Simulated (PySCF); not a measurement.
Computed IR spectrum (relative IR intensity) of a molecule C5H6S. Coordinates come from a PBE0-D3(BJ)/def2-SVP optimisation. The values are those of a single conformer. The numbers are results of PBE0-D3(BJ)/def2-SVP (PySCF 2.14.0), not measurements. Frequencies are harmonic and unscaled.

```json
[
 {"ν (cm⁻¹)": "237", "relative intensity": "5.4"},
 {"ν (cm⁻¹)": "615", "relative intensity": "19"},
 {"ν (cm⁻¹)": "697", "relative intensity": "8.8"},
 {"ν (cm⁻¹)": "782", "relative intensity": "100"},
 {"ν (cm⁻¹)": "862", "relative intensity": "12"},
 {"ν (cm⁻¹)": "891", "relative intensity": "22"},
 {"ν (cm⁻¹)": "956", "relative intensity": "3.5"},
 {"ν (cm⁻¹)": "1000", "relative intensity": "15"},
 {"ν (cm⁻¹)": "1046", "relative intensity": "6.4"},
 {"ν (cm⁻¹)": "1088", "relative intensity": "7.4"},
 {"ν (cm⁻¹)": "1179", "relative intensity": "3.3"},
 {"ν (cm⁻¹)": "1248", "relative intensity": "3.5"},
 {"ν (cm⁻¹)": "1434", "relative intensity": "13"},
 {"ν (cm⁻¹)": "1452", "relative intensity": "12"},
 {"ν (cm⁻¹)": "1465", "relative intensity": "4.6"},
 {"ν (cm⁻¹)": "1500", "relative intensity": "14"},
 {"ν (cm⁻¹)": "1629", "relative intensity": "7.0"},
 {"ν (cm⁻¹)": "3054", "relative intensity": "38"},
 {"ν (cm⁻¹)": "3134", "relative intensity": "14"},
 {"ν (cm⁻¹)": "3167", "relative intensity": "12"},
 {"ν (cm⁻¹)": "3229", "relative intensity": "3.4"}
]
```

Problem. Which structure fits?
A) Cc1ccsc1
B) C=C1CC(=C)S1
C) C1=CSC=CC1
D) C#CC1(S)CC1

Solution. A, Cc1ccsc1
